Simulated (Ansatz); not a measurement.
Al₂F₂. Total charge 0; quintet. Geometry r2SCAN-D4/def2-TZVP; atoms count from 1.

```xyz
4

Al   -0.221    0.954   -0.079
Al   -0.216   -1.651   -1.021
F    -0.546    1.038    1.540
F     0.983   -0.342   -0.441
```

At PBE0-D4/def2-TZVP a singlet of charge 0 lies 4.44 eV below the quintet, each at its own geometry. The structure comes from a short search, and lower isomers may exist.

(1) Estimate the Mulliken populations from the PBE0/def2-TZVP orbitals of Ansatz.

(2) Where does the spin sit?

(3) And the Mayer bond orders between bonded heavy atoms (over 0.3)?

Answers

(1) 
```
atom  charge (e)  spin (α − β)
 Al1        0.50          1.32
 Al2        0.04          2.55
  F3       -0.31          0.05
  F4       -0.23          0.08
```
Mulliken values and Mayer orders depend strongly on the basis.

(2) Summed by element: Al 3.87, F 0.13, of 4 unpaired in all. Largest on single atoms: Al2 2.55, Al1 1.32, F4 0.08.

(3) Al1–Al2 0.57 (2.77 Å); Al1–F3 1.12 (1.65 Å); Al1–F4 0.63 (1.81 Å); Al2–F4 0.55 (1.87 Å).
